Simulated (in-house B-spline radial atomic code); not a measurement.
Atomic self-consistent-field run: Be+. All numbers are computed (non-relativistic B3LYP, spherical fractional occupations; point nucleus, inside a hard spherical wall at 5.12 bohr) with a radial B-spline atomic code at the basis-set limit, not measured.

Command:
```bash
python run_scf.py task.json out
```
Settings:
```
Z                4
configuration    [He] 2p1
hamiltonian      nr
method           b3lyp
spin_polarised   False
wall_radius      5.12
```

Output (hartree, bohr):
```
 radial grid: 34 intervals, B-splines of order 8, outer radius 5.12 bohr

 iter        energy (Eh)    residual
    1         -13.844999    1.32e-01
    2         -14.126143    1.78e-02
    3         -14.131190    7.63e-03
    4         -14.132090    3.28e-03
    5         -14.132282    4.64e-04
    6         -14.132287    2.70e-06
    7         -14.132287    2.89e-07
    8         -14.132287    5.40e-10

 total energy                       -14.13229
 kinetic                              14.1876
 electron-nucleus                    -31.6779
 Hartree                               5.8632
 exact exchange                       -0.4634
 exchange-correlation                 -2.0418

 orbital      occ     eigenvalue          <r>       <r^2>       <1/r>       r_max
 1s         2.000        -4.4933      0.41898      0.2391     3.67217      0.2657
 2p         1.000        -0.3053      2.14754     5.37194    0.575125       1.847
```

Cost of the run: 0.03 s on 1 thread of Arm Neoverse V1, with other jobs on the host.

Caution: exact exchange at fractional occupations of open shells leaves self-interaction of up to several eV.
